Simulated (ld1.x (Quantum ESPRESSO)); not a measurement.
**arsenic, TM: configuration errors across variants**

As (Z = 33), norm-conserving Troullier–Martins (Kleinman–Bylander form), made with ld1.x (Quantum ESPRESSO) 7.5 (Wu–Cohen, scalar-relativistic). Core [Ar], reference 3d10 4s2 4p2 (charge +1). Waves: 4s (bound): rc 1.45 bohr; 4p (bound): rc 1.65 bohr; 3d (bound): rc 0.95 bohr. Local part: all-electron potential smoothed inside 1.45 bohr (lloc = -1). Core correction: none.

All-electron excitation energies from the reference (eV): (1) 3d10 4s2 4p3 -9.168; (2) 3d10 4s2 4p1 17.976; (3) 3d10 4s2 4p0 45.756; (4) 3d10 4s0 4p5 9.955; (5) 3d9 4s2 4p4 30.924; (6) 3d10 4s1 4p4 0.281; (7) 3d10 4s2 4p3.3 -10.400.

1 further variants failed, have other tests or too few solved ones, and are left out.

A true bound ghost makes a file unfit for plane-wave use even where its test errors are small: the radial tests pick states by their node count and pass the ghost by.

Errors AE − PS in meV (a dash: test not solved or not reliable):

```csv
change,(1),(2),(3),(4),(5),(6),(7),bound ghosts
base,+3.9,+1.7,+9.6,-3.5,-569,-0.6,+5.3,none
"all radii scaled by about 0.78 (s 1.12, p 1.28, d 0.74 bohr); local potential all-electron potential smoothed inside 1.12 bohr (lloc = -1)",+3.4,-3.7,-42,-7.0,-508,-2.6,+5.0,s
"all radii scaled by about 0.83 (s 1.20, p 1.38, d 0.78 bohr); local potential all-electron potential smoothed inside 1.20 bohr (lloc = -1)",+0.8,-9.1,-64,+1.9,-815,+0.4,+1.2,s
"all radii scaled by about 1.09 (s 1.58, p 1.80, d 1.04 bohr); local potential all-electron potential smoothed inside 1.58 bohr (lloc = -1)",+3.6,+0.8,+4.8,-4.4,-636,-0.9,+4.8,none
"all radii scaled by about 1.24 (s 1.80, p 2.04, d 1.18 bohr); local potential all-electron potential smoothed inside 1.80 bohr (lloc = -1)",+3.4,+0.1,+0.8,-7.3,-553,-1.6,+4.5,none
"all radii scaled by about 1.30 (s 1.88, p 2.14, d 1.24 bohr); local potential all-electron potential smoothed inside 1.88 bohr (lloc = -1)",+3.3,-0.2,-1.4,-11,-473,-2.5,+4.4,none
"all radii scaled by about 1.39 (s 2.02, p 2.30, d 1.32 bohr); local potential all-electron potential smoothed inside 2.02 bohr (lloc = -1)",+3.2,-0.9,-6.7,-20,-313,-4.9,+4.2,none
```

Question: Give the same row for: all radii scaled by about 1.14 (s 1.66, p 1.88, d 1.08 bohr); local potential all-electron potential smoothed inside 1.66 bohr (lloc = -1).

Answer: +3.5, +0.5, +3.3, -5.1, -626, -1.0, +4.6; bound ghosts: none.
